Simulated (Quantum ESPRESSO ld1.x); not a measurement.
Task: The table gives one normalised radial function P(r) = r R(r) of Tc16+ in [Ar] 3d9 (r in bohr). All-electron calculation, scalar-relativistic Kohn-Sham, LDA (Slater exchange, Perdew-Zunger correlation), spin-polarised, spherical densities, point nucleus; open shells are filled with parallel spins first (spin-orbit coupling, left out, can overturn this in heavy ions). Program: ld1.x of Quantum ESPRESSO 7.5.

r,P
0.003577,0.2690
0.005006,0.3460
0.007005,0.4324
0.009802,0.5174
0.01372,0.5786
0.01919,0.5780
0.02686,0.4628
0.03758,0.1826
0.05217,-0.2522
0.07301,-0.7448
0.1022,-0.9963
0.143,-0.6538
0.2,0.3420
0.2799,1.4269
0.3917,1.7619
0.5482,1.1946
0.7671,0.4407
1.073,0.0759

Which n and l does it have? It may be an empty orbital.

Result: n = 3, l = 0: the number of nodes gives n - l - 1 = 2, the rise at small r (about r^(l+1), flatter next to the nucleus through relativity) gives l, and the extent must fit the shell. The curve is that of 3s up; the table hardly tells the two spins apart. 3s up: eigenvalue -900.51 eV, 2 radial nodes at r = 0.0437, 0.181 bohr, <r> = 0.408 bohr, 90 % of the charge inside 0.599 bohr.
